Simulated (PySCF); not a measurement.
Species: C₄H₈O₃Si.
Numbering: `[CH3:1][CH2:2][C@@H:3]1[O:4][SiH2:5][O:6][C:7]1=[O:8]` (hydrogens: H9, H10, H11 on C1; H12, H13 on C2; H14 on C3; H15, H16 on Si5)

Computed with TDDFT CAM-B3LYP/def2-SVPD, vertical, gas phase, core orbitals frozen in the response (PySCF). Geometry: GFN2-xTB, one conformer, isolated molecule. Torsions of this conformer, `[CH3:1][CH2:2][C@@H:3]1[O:4][SiH2:5][O:6][C:7]1=[O:8]`: C1–C2–C3–O4 62°.

Orbital energies (eV): HOMO-3 -11.45, HOMO-2 -10.77, HOMO-1 -10.12, HOMO -9.54, LUMO 0.56, LUMO+1 0.92, LUMO+2 1.09.

Lowest singlets, with some entries withheld (?).

```
state  ν̃ (cm⁻¹)  f     main configurations (H = HOMO, L = LUMO)
   S1      46320  ?                     H→L+2 (47%), H→L+1 (40%)
   S2      58020  ?                                  H-1→L (84%)
   S3      60070  ?                                    H→L (84%)
   S4      62650  ?                                H-1→L+1 (75%)
   S5      62940  ?      H→L+1 (37%), H→L+2 (30%), H-1→L+1 (10%)
   S6      63950  ?                                H-1→L+2 (78%)
   S7      65850  ?                                  H-2→L (82%)
   S8      67960  ?  H-3→L+1 (17%), H-3→L+2 (16%), H-2→L+1 (14%)
```

(1) What stands in place of each question mark?

(2) Where do the lowest triplets lie (Tamm–Dancoff)?

(3) How far apart are S2 and S4, in eV and cm⁻¹?

(4) Which level carries the most intensity, and what share of the listed sum of f?

Answers

(1) 
- S1: f = 0.0009
- S2: f = 0.0057
- S3: f = 0.015
- S4: f = 0.018
- S5: f = 0.0057
- S6: f = 0.030
- S7: f = 0.0007
- S8: f = 0.057

(2) T1 5.22 eV, H→L+2 (46%), H→L+1 (39%); T2 6.17 eV, H-2→L+2 (39%), H-2→L+1 (31%); T3 6.83 eV, H-1→L (77%), H-2→L (10%). E(S1) − E(T1) = +0.52 eV.

(3) 7.768 − 7.194 = 0.574 eV, or about 4630 cm⁻¹.

(4) S8, with f = 0.057 of 0.134, 43%.
